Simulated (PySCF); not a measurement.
## Charge on either side of a bond

C8H12P (charge +1).
SMILES with atom numbers: `[CH:1]#[C:2][CH2:3][PH2+:4][C:5]1=[CH:6][CH2:7][CH2:8][CH2:9]1` (hydrogens: H10 on C1; H11, H12 on C3; H13, H14 on P4; H15 on C6; H16, H17 on C7; H18, H19 on C8; H20, H21 on C9)

Cartesian coordinates in Å at the GFN2-xTB level; atoms count from 1:
```
atom  x, y, z in Å
C1     4.7080    0.5578   -0.6175
C2     3.6230    0.0741   -0.4714
C3     2.3074   -0.5140   -0.2938
P4     1.0999    0.8189    0.0021
C5    -0.5704    0.2688    0.2399
C6    -1.3189    0.4723    1.3298
C7    -2.6644   -0.1388    1.1821
C8    -2.7461   -0.5223   -0.3073
C9    -1.2926   -0.5390   -0.8122
H10    5.6725    0.9544   -0.7476
H11    2.3026   -1.2001    0.5624
H12    2.0137   -1.0701   -1.1933
H13    1.1865    1.6798   -1.0730
H14    1.5168    1.5601    1.0828
H15   -1.0151    0.9932    2.2225
H16   -2.7370   -1.0133    1.8343
H17   -3.4557    0.5471    1.4832
H18   -3.3139    0.2334   -0.8480
H19   -3.2356   -1.4807   -0.4553
H20   -1.1946   -0.1078   -1.8096
H21   -0.8947   -1.5567   -0.8465
```

Atomic charges (e) from the PBE0/pcSseg-1 density (PySCF):

```json
{"atom": "C1", "Mulliken": "-0.2477", "IAO": "-0.1550", "Hirshfeld": "-0.0469", "ESP-fitted": "-0.3957"}
{"atom": "C2", "Mulliken": "+0.1061", "IAO": "-0.0797", "Hirshfeld": "-0.0485", "ESP-fitted": "+0.0175"}
{"atom": "C3", "Mulliken": "-0.3608", "IAO": "-0.4671", "Hirshfeld": "-0.0568", "ESP-fitted": "-0.1033"}
{"atom": "P4", "Mulliken": "+0.6397", "IAO": "+0.9412", "Hirshfeld": "+0.4676", "ESP-fitted": "+0.2355"}
{"atom": "C5", "Mulliken": "-0.5680", "IAO": "-0.2826", "Hirshfeld": "-0.0528", "ESP-fitted": "-0.1091"}
{"atom": "C6", "Mulliken": "-0.0082", "IAO": "-0.0619", "Hirshfeld": "+0.0207", "ESP-fitted": "-0.1077"}
{"atom": "C7", "Mulliken": "-0.1821", "IAO": "-0.2716", "Hirshfeld": "-0.0489", "ESP-fitted": "-0.0034"}
{"atom": "C8", "Mulliken": "-0.2199", "IAO": "-0.2571", "Hirshfeld": "-0.0478", "ESP-fitted": "-0.1964"}
{"atom": "C9", "Mulliken": "-0.1264", "IAO": "-0.2707", "Hirshfeld": "-0.0618", "ESP-fitted": "+0.0184"}
{"atom": "H10", "Mulliken": "+0.0806", "IAO": "+0.2305", "Hirshfeld": "+0.1229", "ESP-fitted": "+0.3556"}
{"atom": "H11", "Mulliken": "+0.2339", "IAO": "+0.2140", "Hirshfeld": "+0.0913", "ESP-fitted": "+0.1629"}
{"atom": "H12", "Mulliken": "+0.2340", "IAO": "+0.2123", "Hirshfeld": "+0.0916", "ESP-fitted": "+0.1574"}
{"atom": "H13", "Mulliken": "+0.1592", "IAO": "+0.0376", "Hirshfeld": "+0.0634", "ESP-fitted": "+0.1479"}
{"atom": "H14", "Mulliken": "+0.1513", "IAO": "+0.0446", "Hirshfeld": "+0.0670", "ESP-fitted": "+0.1536"}
{"atom": "H15", "Mulliken": "+0.1199", "IAO": "+0.1775", "Hirshfeld": "+0.0773", "ESP-fitted": "+0.1601"}
{"atom": "H16", "Mulliken": "+0.1762", "IAO": "+0.1750", "Hirshfeld": "+0.0680", "ESP-fitted": "+0.0912"}
{"atom": "H17", "Mulliken": "+0.1748", "IAO": "+0.1768", "Hirshfeld": "+0.0703", "ESP-fitted": "+0.0871"}
{"atom": "H18", "Mulliken": "+0.1567", "IAO": "+0.1588", "Hirshfeld": "+0.0558", "ESP-fitted": "+0.0987"}
{"atom": "H19", "Mulliken": "+0.1582", "IAO": "+0.1668", "Hirshfeld": "+0.0626", "ESP-fitted": "+0.1048"}
{"atom": "H20", "Mulliken": "+0.1574", "IAO": "+0.1557", "Hirshfeld": "+0.0537", "ESP-fitted": "+0.0683"}
{"atom": "H21", "Mulliken": "+0.1650", "IAO": "+0.1548", "Hirshfeld": "+0.0517", "ESP-fitted": "+0.0566"}
```

Question: Cut each of the bonds C1–C2, C2–C3, C3–P4 and P4–C5 in turn and sum the charges on the side of the atom named first.

Answer: In e; the other side holds the total charge, +1, less this:

```json
{"bond cut": "C1–C2", "piece": "CH", "atoms": "2", "Mulliken": "-0.167", "IAO": "+0.076", "Hirshfeld": "+0.076", "ESP-fitted": "-0.040"}
{"bond cut": "C2–C3", "piece": "C2H", "atoms": "3", "Mulliken": "-0.061", "IAO": "-0.004", "Hirshfeld": "+0.027", "ESP-fitted": "-0.023"}
{"bond cut": "C3–P4", "piece": "C3H3", "atoms": "6", "Mulliken": "+0.046", "IAO": "-0.045", "Hirshfeld": "+0.154", "ESP-fitted": "+0.194"}
{"bond cut": "P4–C5", "piece": "C3H5P", "atoms": "9", "Mulliken": "+0.996", "IAO": "+0.978", "Hirshfeld": "+0.752", "ESP-fitted": "+0.731"}
```

Extremes among these pieces. Mulliken: lowest CH at C1, highest C3H5P at P4; IAO: lowest C3H3 at C3, highest C3H5P at P4; Hirshfeld: lowest C2H at C2, highest C3H5P at P4; ESP-fitted: lowest CH at C1, highest C3H5P at P4.

Question: Do the schemes agree better on the pieces than on the single atoms at the cuts?

Answer: The spread between schemes averages 0.209 e for the pieces and 0.413 e for the atoms named first; it is smaller for the piece at 4 of the 4 cuts. On average they agree better on the pieces. The sign differs between schemes (beyond ±0.03 e) for CH at C1 and C3H3 at C3.

The structure is a single GFN2-xTB conformer in the gas phase; no vibrational or solvent corrections.

These values come from a run that also computed NMR shieldings. Time: 42 s of wall time; peak memory 0.98 GiB. Hardware: Intel Xeon Platinum 8488C, one thread, no GPU, shared host with 192 logical CPUs at a one-minute load of 12.
